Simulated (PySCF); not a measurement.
[CuF3]- (doublet). All numbers come from UPBE0/[Cu def2-SVPD, F def2-SVPD], no relativity, density fitting, PySCF.

Harmonic bands of its minimum:

```tsv
ω (cm⁻¹)	IR (km/mol)
120	8.5
139	26.2
189	50.5
505	22.2
534	77.5
566	182
```

Question: The central atom is Cu. Infer the point group and assign the bands.

Answer: C2v. The modes span 2b2 + 3a1 + b1: 120 b2, 139 a1, 189 b1, 505 a1, 534 a1, 566 b2. The computed geometry has Cu–F 1.829 Å (×3); F–Cu–F 110.5° (×2), F–Cu–F 139.0°.

Other isomers or separated fragments may lie lower. Other spin states or occupations of the open shell can lie lower. The lowest empty level of this anion is unbound, so it and the gap depend on the basis.
